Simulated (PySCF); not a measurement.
Computed IR spectrum (relative IR intensity) of a molecule H₇NO₂Si₂. The structure is a stationary point at PBE0-D3(BJ)/def2-SVP. The values are those of a single conformer. Level of theory: PBE0-D3(BJ)/def2-SVP in PySCF. Frequencies are harmonic and unscaled.

| ν (cm⁻¹) | relative intensity |
|---|---|
| 229 | 16 |
| 283 | 6.5 |
| 374 | 20 |
| 431 | 54 |
| 618 | 2.1 |
| 722 | 5.8 |
| 742 | 7.8 |
| 755 | 15 |
| 796 | 44 |
| 825 | 8.1 |
| 887 | 15 |
| 915 | 71 |
| 950 | 19 |
| 953 | 19 |
| 967 | 73 |
| 998 | 76 |
| 1085 | 100 |
| 1542 | 16 |
| 2232 | 32 |
| 2240 | 28 |
| 2249 | 32 |
| 2281 | 37 |
| 3610 | 8.2 |
| 3710 | 9.2 |
| 3941 | 25 |

Identify the compound among the candidates.
A) N[SiH2]O[SiH2]O
B) N[Si](O)(O)[SiH3]
C) N[Si@H](O)O[SiH3]
D) O[SiH2]N[SiH2]O

C, N[Si@H](O)O[SiH3]
